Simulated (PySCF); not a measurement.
Ligands exchanged one at a time, Si Br-SH. All species are isolated molecules in the gas phase. One relaxed conformer stands for each flexible species; it need not be the lowest. Strings in code marks are SMILES.

The numbers are results of PBE-D3(BJ)/def2-TZVP // B3LYP-D3(BJ)/def2-TZVP run with PySCF 2.14.0, not measurements. Excitations are Tamm–Dancoff values on a coarser integration grid. The basis has no diffuse functions, so Rydberg states are missing or too high.

| species | HOMO (eV) | LUMO (eV) | S1–T1 gap (TDA) (eV) |
|---|---|---|---|
| 0 of 4 Br replaced by SH | -7.41 | -2.68 | – |
| 1 of 4 Br replaced by SH (`S[Si](Br)(Br)Br` (H–S–Si–Br torsion 60°)) | ? | -2.37 | 0.25 |
| 3 of 4 Br replaced by SH (`S[Si](S)(S)Br`) | -6.49 | -1.75 | 0.28 |
| 4 of 4 Br replaced by SH (`S[Si](S)(S)S`) | -6.39 | ? | 0.28 |

Problem. Fill in the missing entries.

Solution. 
- 1 of 4 Br replaced by SH (`S[Si](Br)(Br)Br` (H–S–Si–Br torsion 60°)), HOMO (eV): -6.81
- 4 of 4 Br replaced by SH (`S[Si](S)(S)S`), LUMO (eV): -1.41
